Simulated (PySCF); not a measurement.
C3H8OSi, SMILES C(=C/C)/O[SiH3], GFN2-xTB optimised geometry. Atoms within 1.6 Å of the plane z = 0.0 Å (x, y, z in Å): C1 (1.07, -1.95, -0.36), C2 (1.65, -0.59, -0.15), C3 (0.93, 0.51, 0.00), O4 (-0.42, 0.51, 0.00), Si5 (-1.52, 1.71, 0.00), H6 (1.42, -2.38, -1.30), H7 (-0.02, -1.90, -0.37), H8 (1.38, -2.62, 0.45), H9 (2.73, -0.51, -0.13), H10 (1.41, 1.48, 0.14), H11 (-1.30, 2.62, 1.13), H12 (-2.73, 0.91, 0.12), H13 (-1.44, 2.48, -1.24).

Computed with PBE/def2-TZVP run with PySCF. Cells within 0.4 Å of a nucleus heavier than hydrogen are left out (blank, or x).

Map of the electron localisation function on the plane z = 0.0 Å:

```
|00000000000000000000000000000|
|00000000000000000000000000000|
|00000000000000000000000000000|
|00000000000000000000000000000|
|00000000000000000000000000000|
|00000000112210000000000000000|
|00000000134431000033100000000|
|00000001111331000699820000000|
|00013443025011003999960000000|
|001799980xx512106999960000000|
|004999992xx156317999930000000|
|00699999900488646998400000000|
|006999999337xx77xx54000000000|
|003999998137xx77xx54136772000|
|00079999302798744886699997000|
|000169840026873158xx899998100|
|000001100002210035xx899998100|
|00000000000000124885689996000|
|00000000000038976787434651000|
|00000000000599995x55200000000|
|00000000002899995377300000000|
|00000000001799866998510000000|
|00000000000266436998620000000|
|00000000000011114787510000000|
|00000000000000002465200000000|
|00000000000000000111000000000|
|00000000000000000000000000000|
|00000000000000000000000000000|
|00000000000000000000000000000|
```
Scale: ten equal steps from 0.000 (start of '0') to 1.000 (end of '9'), in the order '0123456789'; x runs from -5.00 to 5.00, y from -5.00 (bottom) to 5.00 (top).
